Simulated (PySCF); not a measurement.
Gas-phase reaction: 2 SbF3 + 3 H2 → 2 Sb + 6 HF. Level: M06-2X/def2-TZVP†; standard pressure 1 bar.

Energies from PySCF, thermal terms from the rigid-rotor harmonic-oscillator model, ideal gas at 1 bar. † marks an energy on the PBE0/def2-TZVP geometry and frequencies. Open shells (unrestricted): Sb (multiplicity 4); the rest are closed-shell singlets. Sb: scalar-relativistic def2 core potential, no spin-orbit coupling. The harmonic model lacks anharmonicity and excited electronic states, which grow with temperature; levels with a mode under 35 cm⁻¹ are left out.

```
T (K)  1000/T (1/K)  log10 K
-----  ------------  -------
1000         1.0000    -7.07
1200         0.8333        ?
1400         0.7143     0.50
1600         0.6250     2.82
1800         0.5556     4.61
2000         0.5000     6.03
```

**Question.** Fit log10 K = a + b·(1000/T) to the five rows, get the mean ΔH° and ΔS°, and predict log10 K at 1200 K.

**Answer.** Means: 1000/T = 0.6790, log10 K = 1.378. Sums of products about the means: Sxy = -4.05221, Sxx = 0.154472, so b = Sxy/Sxx = -26.23 and a = 1.378 − (-26.23)×0.6790 = 19.19.
ΔH° = −R ln 10 × 1000 K × b = −19.145 × (-26.23) = 502 kJ; ΔS° = R ln 10 × a = 367 J/K. The run's own values go from 513 kJ and 377 J/K at 1000 K to 486 kJ and 358 J/K at 2000 K.
Prediction at 1200 K: 19.19 + (-26.23)×0.8333 = -2.67. The computed value is -2.63, 0.04 from the line.
For scale, ΔH°(298 K) is 531 kJ at this level, 620 kJ at ωB97M-V/def2-TZVP†, and runs from 270 to 1022 kJ over the 18 levels computed.
